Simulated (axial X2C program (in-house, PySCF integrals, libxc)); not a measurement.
**Working with the constants of CuSn**

A bond curve at the PBE0 level, 2c, was computed with an in-house all-electron X2C program for linear molecules (integrals from PySCF) (basis Sn dyall-cv3z [11s12p9d4f1g], Cu dyall-cv3z [9s9p6d3f2g] (cores contracted in-house)) for the state Ω = 1/2 (⟨Sz⟩ = -0.49, ⟨Lz⟩ = 0.99 at PBE0). Its fit gives Re = 2.4608 Å, ωe = 212.6 cm⁻¹, ωexe = 0.63 cm⁻¹ and αe = 2.977e-04 cm⁻¹; the masses are 119.9022 and 62.9296 u. Two-component means X2C with spin–orbit coupling and atomic mean-field Coulomb and Gaunt terms.

(1) Find the reduced mass, Be and the force constant.

(2) The dipole moment p changes by 1.29 D/Å at Re. What harmonic infrared intensity follows?

(3) A Morse curve ties αe to the other constants (Pekeris). How well does that hold?

(4) Where do the fundamental and the first overtone lie?

(5) Estimate the centrifugal constant by the Kratzer relation.

The state is one determinant whose occupation by symmetry is held fixed; it was picked as the lowest of a PBE0 search that is not exhaustive. Density functionals use the spin component along the axis (collinear). The functionals have no current-density term, which raises determinants with orbital currents, atoms included.

## Answers

(1) From the PBE0 values: μ = 41.2696 u. Be = 16.8576/(μ Re²) = 0.06745 cm⁻¹. k = 5.8918×10⁻⁷ μ ωe² = 1.1 mdyn/Å.

(2) I = 42.256 × (dp/dR)²/μ = 1.7 km/mol.

(3) αe(Morse) = 6Be²/ωe × (√(ωexe/Be) − 1) = 2.640e-04 cm⁻¹; the PBE0 curve gives 2.977e-04 cm⁻¹, a ratio of 0.89.

(4) ν(1←0) = ωe − 2ωexe = 211.3 cm⁻¹; ν(2←0) = 2ωe − 6ωexe = 421.4 cm⁻¹.

(5) D = 4Be³/ωe² = 2.72e-08 cm⁻¹.
